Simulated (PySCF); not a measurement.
## C (carbon, neutral): UHF calculation

Configuration: [He] 2s2 2p1 3d1, one real determinant (an excited configuration). All numbers are calculated (PySCF 2.14, no relativity, point nucleus, in aug-cc-pwCVTZ (7s6p4d2f, 59 functions)).

| Property | Result |
| --- | --- |
| Total energy | -37.234656 hartree |
| One-electron energy | -48.7898 hartree |
| Hartree (Coulomb) energy | 16.4178 hartree |
| Exchange energy | -4.8626 hartree |
| Kinetic energy | 37.58644 hartree |
| ⟨S²⟩ | 2.0056 |
| ⟨L²⟩ | 8.016 |
| Sum of ⟨r⟩ | 9.059 bohr |
| Sum of ⟨r²⟩ | 25.94 bohr² |
| Traceless quadrupole moment −½Σ⟨3z² − r²⟩ along its main axis | 3.87 e·bohr² |
| Density at the nucleus (Gaussians lack the cusp) | 124 bohr⁻³ |
| Spin density at the nucleus | -0.00652 bohr⁻³ |
| Langevin diamagnetic susceptibility | -20.5 ×10⁻⁶ cm³/mol |

```json
{"shell": "1s α", "electrons": "1", "mean orbital energy (eV)": "-317.22", "rms radius, mean of both spins (bohr)": "0.311"}
{"shell": "1s β", "electrons": "1", "mean orbital energy (eV)": "-316.46", "rms radius, mean of both spins (bohr)": "0.311"}
{"shell": "2s α", "electrons": "1", "mean orbital energy (eV)": "-26.296", "rms radius, mean of both spins (bohr)": "1.62"}
{"shell": "2s β", "electrons": "1", "mean orbital energy (eV)": "-22.522", "rms radius, mean of both spins (bohr)": "1.62"}
{"shell": "2p α", "electrons": "1", "mean orbital energy (eV)": "-17.906", "rms radius, mean of both spins (bohr)": "1.67"}
{"shell": "3d α", "electrons": "1", "mean orbital energy (eV)": "1.632", "rms radius, mean of both spins (bohr)": "4.21"}
```

⟨L²⟩ = 8.02 against 12 for a pure F term, so this real determinant mixes terms. The outer electron is Rydberg-like, and this basis confines it to a smaller radius and binds it less than a complete one would. At UHF the highest occupied level has a positive energy, so only the finite basis holds that electron; for this excited configuration the basis is too tight for the outer shell.

Spin-orbit constants ζ (cm⁻¹) from the X2C one-electron operator on these orbitals (non-relativistic here): bare nucleus, nucleus screened by l(l+1)(2l+1)/3 electrons, and screened by the Breit-Pauli mean field of the electrons.

| shell | bare | screened nucleus | mean field |
| --- | --- | --- | --- |
| 2p | 74.82 | 49.88 | 39.96 |
| 3d | 1.004 | 0.1674 | 0.09384 |

To first order the Landé constant is A = 6.691 cm⁻¹, so the lowest level has J = 2 and lies 0.00332 eV below the centre of the term. This holds in LS coupling only.
